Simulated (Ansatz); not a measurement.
## Match the barriers

Saddle point of SiH3SF3, closed shell (SiHF₃ ([F][SiH]([F])[F]) + H₂S → SiHSF₃ ([F][Si]([F])([F])[SH]) + H₂; bonds formed: Si1–S7, H2–H6; bonds broken: Si1–H2, H6–S7), PBE0-D4/def2-TZVP structure:

```xyz
8
angstrom
Si -0.5147 0.3170 -0.3313
H -0.8005 -0.9989 0.5949
F -1.3792 -0.3447 -1.4837
F -1.1946 1.1774 0.8200
F 0.1163 1.5341 -1.1567
H 0.3206 -1.1793 0.5190
S 1.6539 -0.6249 -0.0377
H 1.7981 0.1192 1.0755
```

Ansatz 0.2.0; basis: def2-TZVPP, with def2-QZVPP for the basis limit; cores frozen in the correlated methods. Extrapolation: Hartree–Fock as exp(−7.88 √X), correlation as X^−2.97. Four methods, as single points on the PBE0-D4 structures, gave these electronic barriers from the start structure: 195.3, 202.8, 230.4, 310.2 kJ/mol.

(1) The methods were, in alphabetical order, BLYP-D4, CCSD(T), HF, PBE0-D4. Which gave which? (Judge from chemistry; the calculation decides.)

The T1 diagnostic stays at or below 0.013.

Results:

(1) By the calculation: PBE0-D4 195.3; BLYP-D4 202.8; CCSD(T) 230.4; HF 310.2 kJ/mol. For comparison, CCSD(T) at an estimated basis limit (MP2 extrapolated from triple and quadruple zeta, plus CCSD(T) − MP2 in triple zeta) gives 224.2 kJ/mol.

Labels in which every atom is bracketed show which atoms are joined, not bond orders.

For scale, one of the runs: CCSD(T)/def2-TZVPP, 219 basis functions (an equivalent command: `ansatz run in.yaml --threads 4`). Time: 82 s of wall clock on 4 CPU threads; the host was shared. Peak host memory: 3.4 GiB.
